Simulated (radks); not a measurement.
Values are calculated unless marked as measured or tabulated.
Ti1.25+, configuration [Ne] 3s2 3p(up 3, down 2.75) 3d2 4s1 (fractional occupations, a model configuration). Code: a radial shooting solver on a logarithmic mesh with Libxc functionals. Model: scalar-relativistic Kohn-Sham, r2SCAN, spin-polarised, spherical densities, finite nucleus; open shells are filled with parallel spins first; meta-GGA in the generalised Kohn-Sham scheme; Fermi nuclear charge, rms radius 3.5921 fm.

Normalised radial functions P(r) = r R(r), r in bohr:

```
   r/bohr * 3p down (the largest magnitude, 1.01, reaches the edge; | marks zero)
 0.005784                             *
 0.008628                             *
  0.01287                             *
  0.01905                             |*
  0.02842                             | *
   0.0424                             |   *
  0.06325                             |     *
   0.0936                             |         *
   0.1396                             |            *
   0.2083                             |            *
   0.3108                             |     *
   0.4599                    *        |
   0.6861     *                       |
    1.024  *                          |
    1.527            *                |
    2.278                       *     |
    3.371                            *|
    5.029                             *
    7.503                             *
```

3p down: eigenvalue -49.166 eV, 1 radial node at r = 0.369 bohr, <r> = 1.08 bohr, 90 % of the charge inside 1.66 bohr.
